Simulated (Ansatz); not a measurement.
Start from `ClC1=C(Br)C1` and change one atom or group to get `FC1=C(Br)C1`.

Ansatz, PBE0-D4/def2-TZVP geometries, multiplicity 1. 

Scalar relativity is left out up to krypton.

| property | `ClC1=C(Br)C1` |
| --- | --- |
| HOMO energy (B3LYP/def2-TZVPP) / eV | -6.83 |
| HOMO energy (ωB97M-V/def2-TZVPP) / eV | -9.14 |
| HOMO energy (PBE/def2-TZVPP) / eV | -5.92 |
| size of the dipole moment (ωB97M-V/def2-TZVPP) / D | 0.56 |
| size of the dipole moment (PBE/def2-TZVPP) / D | 0.53 |
| LUMO energy (ωB97M-V/def2-TZVPP) / eV | 1.90 |

Give the same properties after the change, and the shifts. (Best estimate.)

Ansatz gave: 
| property | `FC1=C(Br)C1` | shift |
| --- | --- | --- |
| HOMO energy (B3LYP/def2-TZVPP) / eV | -6.93 | -0.10 |
| HOMO energy (ωB97M-V/def2-TZVPP) / eV | -9.28 | -0.14 |
| HOMO energy (PBE/def2-TZVPP) / eV | -5.95 | -0.03 |
| size of the dipole moment (ωB97M-V/def2-TZVPP) / D | 0.74 | 0.18 |
| size of the dipole moment (PBE/def2-TZVPP) / D | 0.66 | 0.13 |
| LUMO energy (ωB97M-V/def2-TZVPP) / eV | 2.00 | 0.10 |

With PBE0 the HOMO falls by 0.09 eV and the LUMO rises by 0.20 eV, so the gap widens by about 0.29 eV. PBE moves the HOMO by -0.03 eV and ωB97M-V by -0.14 eV. Dipoles are sizes alone; their direction can turn.

B3LYP here is the variant with VWN-RPA as its local correlation; programs differ in this.

Spin–orbit coupling is left out; it splits and shifts lone-pair levels of the heavy atoms by tenths of an eV.
